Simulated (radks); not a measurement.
Values are calculated unless marked as measured or tabulated.
The nuclear charge of the dysprosium ion Dy+ is varied continuously with 65 electrons held in [Xe] 4f10 6s1. Code: a radial shooting solver on a logarithmic mesh with Libxc functionals. Model: scalar-relativistic Kohn-Sham, r2SCAN, spin-polarised, spherical densities, finite nucleus; open shells are filled with parallel spins first (spin-orbit coupling, left out, can overturn this in heavy ions); meta-GGA in the generalised Kohn-Sham scheme; Fermi nuclear charge, rms radius 5.2218 fm. By the Hellmann-Feynman theorem dE/dZ = E(electron-nucleus)/Z, the electronic potential at the nucleus (averaged over a nucleus of fixed radius). The scalar-relativistic energy here is not variational (the density holds large components alone), so the two differ by a part that grows with Z.

| Z | E (hartree) | E(electron-nucleus)/Z (hartree) | HOMO | e(HOMO) (eV) | <r> HOMO (bohr) |
|---|---|---|---|---|---|
| 65.6 | -11976.8463 | -446.501 | 4f | -1.678 | 1.009 |
| 65.8 | -12066.8884 | -448.523 | 4f | -4.165 | 0.9468 |
| 66 | -12157.3404 | -450.539 | 4f | -6.941 | 0.9085 |
| 66.2 | -12248.2015 | -452.553 | 4f | -9.933 | 0.8795 |
| 66.4 | -12339.4714 | -454.566 | 6s | -12.390 | 3.480 |
| 66.6 | -12431.1502 | -456.578 | 6s | -13.999 | 3.381 |
| 66.8 | -12523.2377 | -458.591 | 6s | -15.667 | 3.290 |
| 67 | -12615.7341 | -460.604 | 6s | -17.392 | 3.205 |

The central difference of E at Z = 66 is -453.283 hartree, to compare with the third column; the second derivative is -10.2 hartree.
